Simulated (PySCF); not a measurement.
A calculated (PBE, PySCF 2.14, aug-cc-pCVQZ-DK, scalar relativity by spin-free X2C-1e) atom or ion has these occupied shells.

```
shell  electrons  orbital energy (eV)  rms radius, mean of both spins (bohr)
   1s          2              -1546.2                                  0.139
   2s          2              -142.61                                  0.682
   2p          6              -104.12                                  0.672
```

(1) Name the element and its charge.

Answers

(1) Al³⁺ (aluminium, charge +3), in [Ne], closed-shell 1S.
